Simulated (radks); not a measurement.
Question: Valence configurations of Sm I (all share [Xe]). Method: scalar-relativistic Kohn-Sham, PBE, spin-polarised, spherical densities, point nucleus; open shells are filled with parallel spins first (spin-orbit coupling, left out, can overturn this in heavy ions); computed with a radial shooting solver on a logarithmic mesh with Libxc functionals. Order these by energy: 4f4 5d2 6s2; 4f7 6p1; 4f6 6s1 6p1; 4f3 5d3 6s2; 4f6 6s2; 4f6 5d1 6s1; 4f5 6s2 6p1; 4f5 5d1 6s1 6p1; 4f5 5d1 6s2.

Answer: From the lowest, in eV above it: 4f6 6s2 0.000; 4f6 5d1 6s1 1.227; 4f6 6s1 6p1 1.775; 4f7 6p1 3.800; 4f5 5d1 6s2 3.938; 4f5 5d1 6s1 6p1 5.760; 4f5 6s2 6p1 6.135; 4f4 5d2 6s2 12.637; 4f3 5d3 6s2 26.720. NIST lists [Xe] 4f6 6s2 as the ground configuration; this level of theory agrees among the configurations tried. The energies are those of spherical high-spin densities, not of single terms. No valid solution was reached for [Xe] 4f7 6s1.
